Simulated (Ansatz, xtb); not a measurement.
## BF3Si: where a starting geometry ends

The starting geometry of this gas-phase singlet has its atoms placed at random.

```xyz
5

B     1.5962    0.0171    0.9146
F    -0.9309   -0.7610    0.1589
F     1.1480    1.1246    0.1933
F    -0.6638    0.6566    0.4188
Si    0.1831    1.0467   -1.0854
```

Task: One run relaxed it with r2SCAN-D4/def2-SVP. What is a likely outcome?

Result: It ends as a structure given below by its coordinates. Distances that change by over a tenth: B1–Si5 (2.66 → 2.32 Å). Contacts that open: F3–Si5 (1.60 → 3.33 Å). Contacts that close: F2–Si5 (2.46 → 1.67 Å).

The energy falls by 12.54 eV over 34 steps:

| step | E − E(last) (eV) |
| --- | --- |
| 1 | 12.536 |
| 5 | 3.336 |
| 8 | 0.746 |
| 12 | 0.357 |
| 16 | 0.332 |
| 19 | 0.328 |
| 23 | 0.323 |
| 27 | 0.186 |
| 30 | 0.011 |
| 34 | 0.000 |

Final geometry (Å):

```xyz
5

B     1.0192    0.1735    1.0551
F    -0.0777   -0.4956   -1.1470
F     2.1406    0.6393    0.7215
F    -0.6731    1.6910   -0.0965
Si   -1.0764    0.0759    0.0671
```

From the same start GFN2-xTB ends elsewhere, in pieces: F2Si + BF.

From so rough a start the end depends on the optimiser's path, so another program may land elsewhere. No frequencies were run, so the end isn't proven a minimum. Run with Ansatz 0.2.0, 43 s on 1 thread of Intel(R) Xeon(R) 6975P-C (Granite Rapids), with other jobs on the host.
